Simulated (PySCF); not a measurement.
The vertical singlet excitations below were computed for one of the candidates. Method used: TDDFT CAM-B3LYP/def2-SVPD, vertical, gas phase, core orbitals frozen in the response (PySCF). Geometries: GFN2-xTB, one conformer each.

```csv
state,E (eV),λ (nm),f
S1,5.26,235.7,0.252
S2,5.79,214.3,0.054
S3,5.97,207.5,0.176
S4,6.18,200.5,0.014
S5,6.74,183.9,0.0033
S6,6.94,178.6,0.021
S7,7.02,176.7,0.218
S8,7.14,173.6,0.027
```

Triplets computed (Tamm–Dancoff): 3.09, 3.96, 4.88 eV.

Orbital energies (eV): HOMO-3 -10.66, HOMO-2 -10.43, HOMO-1 -8.75, HOMO -7.71, LUMO 0.07, LUMO+1 1.10, LUMO+2 1.16.

**Question.** Which candidate is it? All have the formula C6H10OSi.
A. `CC#C[C@@H]1[SiH2]O[C@@H]1C`
B. `C=C[SiH2]OC1=CCC1`
C. `C=CC(=C)C(=C)O[SiH3]`

**Answer.** C. Its S1, at 5.26 eV, is the lowest among the candidates; the nearest of the others has S1 at 5.82 eV. S1 is HOMO→LUMO (91%). Löwdin shares by element: HOMO carbon 65% or more (atoms not listed hold the other 35%); LUMO carbon 68% or more (atoms not listed hold the other 32%). At the same level the other candidates give, for their lowest levels:
- `CC#C[C@@H]1[SiH2]O[C@@H]1C`: 5.82 eV (f 0.033); 6.17 eV (f 0.004); 6.40 eV (f 0.007); 6.51 eV (f 0.001); 6.53 eV (f 0.028); T1 5.25 eV; HOMO -8.07, LUMO 0.66 eV
- `C=C[SiH2]OC1=CCC1`: 6.07 eV (f 0.004); 6.12 eV (f 0.117); 6.54 eV (f 0.000); 6.77 eV (f 0.002); 7.00 eV (f 0.017); T1 4.28 eV; HOMO -7.72, LUMO 0.55 eV

Shape of the structure used: `[CH2:1]=[CH:2][C:3](=[CH2:4])[C:5](=[CH2:6])[O:7][SiH3:8]`: C1–C2–C3–C4 -157°, C2–C3–C5–C6 39°, C3–C5–O7–Si8 -174°.
